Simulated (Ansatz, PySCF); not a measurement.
Molecule: C2H4N, charge 0, multiplicity 2. It need not be the lowest isomer of its formula. SMILES: [CH2]N=C
Structure (B3LYP-D3(BJ)/def2-TZVP (Ansatz, a first-principles code) minimum search):
```xyz
7

C      1.0609    -0.4281     0.1001
N      0.0598     0.4012     0.3023
C     -1.0973     0.1834    -0.2844
H      2.0074    -0.2363     0.5895
H      0.9717    -1.3062    -0.5459
H     -1.2666    -0.6720    -0.9447
H     -1.9123     0.8742    -0.1089
```
Charge 0, spin multiplicity 2.

Wanted: vertical electron affinity (to the singlet state of charge -1; a negative value means that the extra electron is unbound and the number depends on the basis; each state is the SCF solution reached for its spin; the UHF <S^2> is 0.96 for the doublet (pure: 0.75); for the singlet the Hartree-Fock reference is unstable and T1 is 0.016), in eV. Correlated levels leave the core frozen unless marked. Open shells are spin-unrestricted. No spin-orbit coupling. No relativistic terms. Anions need diffuse functions: aug- sets have them; def2-D sets add few. CBS(X,Y): correlation extrapolated as X^-3; Hartree-Fock from the larger set. [CCSD(T)-MP2]/basis is that difference in the basis named.

```tsv
level	program	vertical electron affinity (eV)
SVWN5/def2-TZVPD	Ansatz	[?]
PBE/def2-TZVPD	Ansatz	0.57
r2SCAN/def2-TZVPD	Ansatz	[?]
PBE0/def2-TZVPD	Ansatz	0.36
M06-2X/def2-TZVPD	PySCF	0.49
wB97X/def2-TZVPD	Ansatz	[?]
CCSD/aug-cc-pVDZ	Ansatz	0.19
RI-MP2/CBS(aug-cc-pVTZ,aug-cc-pVQZ)+[CCSD(T)-MP2]/aug-cc-pVDZ	Ansatz	0.58
```

### Question
What belongs in the gaps?

### Answer

- SVWN5/def2-TZVPD, vertical electron affinity (eV): 0.90
- r2SCAN/def2-TZVPD, vertical electron affinity (eV): 0.31
- wB97X/def2-TZVPD, vertical electron affinity (eV): 0.33
